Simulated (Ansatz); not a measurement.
Cost and result up the ladder for Hf₃Si₂ (5 atoms). Charge 0, multiplicity 1. Geometry: PBE-D4/def2-SVP.

```xyz
5

Hf   -1.010   -1.539    0.938
Hf   -1.843    0.926    0.111
Hf    0.706    0.643    1.206
Si    0.027   -0.416   -1.267
Si    2.120    0.386   -0.987
```

Ansatz on 4 threads of Arm Neoverse V2 on a shared host. Times are rough, and most runs start from the orbitals of an earlier one. No level here is sound enough to serve as a yardstick. Binding counts from free atoms at the same level (Hf triplet, Si triplet; other spins of the atoms weren't run), without zero-point energy or a counterpoise term.

In the def2 sets Hf takes a core potential; there is no spin–orbit coupling. No other spin state of charge 0 was run. Another isomer (triplet) lies 2.57 eV lower at PBE0-D4/def2-TZVP; other spin states weren't run for this one.

Run but left out: BHLYP-D4/def2-TZVP (restricted singlet, unstable in another Hartree–Fock run and untested here); CCSD(T)/def2-TZVP (restricted singlet, unstable towards broken spin symmetry).

```
                         level  functions  wall time  binding energy per atom (eV)                        remarks
PBE-D4/def2-TZVP (with forces)        194      3.9 s                          3.34  restricted SCF unstable in HF
        CAM-B3LYP-D4/def2-TZVP        194        6 s                          2.47  restricted SCF unstable in HF
             PBE0-D4/def2-TZVP        194      6.5 s                          3.00  restricted SCF unstable in HF
           r2SCAN-D4/def2-TZVP        194        8 s                          3.09  restricted SCF unstable in HF
```
